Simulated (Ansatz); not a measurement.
```yaml
atoms:
  - { symbol: C, position_ang: [0.0000, 0.0000, 0.0000] }
  - { symbol: H, position_ang: [0.0000, 2.1600, 0.0000] }
  - { symbol: H, position_ang: [1.8700, -1.0800, 0.0000] }
  - { symbol: H, position_ang: [-1.8700, -1.0800, 0.0000] }
```

Basis set: pcseg-2 (spherical functions). Charge 0, multiplicity 2.

Computed with Ansatz (development build ahead of 0.2.0); each method stands on the lowest determinant of its kind that the runs found.

The atomization energy at this shape (free ground-state atoms in the same class of orbitals less the molecule, no zero-point energy) of doublet CH3:

```csv
method,atomization energy
ROHF,-3.51 eV
```

Problem. What does PBE (unrestricted) give?

Solution. 1.84 eV. Caution: the shape is not the minimum. Caution for PBE (unrestricted): charge can spread falsely over distant fragments; the unrestricted determinant is spin contaminated. Caution for ROHF: stretched shape with no unrestricted run beside it, a lower state can exist; the molecule lies well above its atoms at this level.
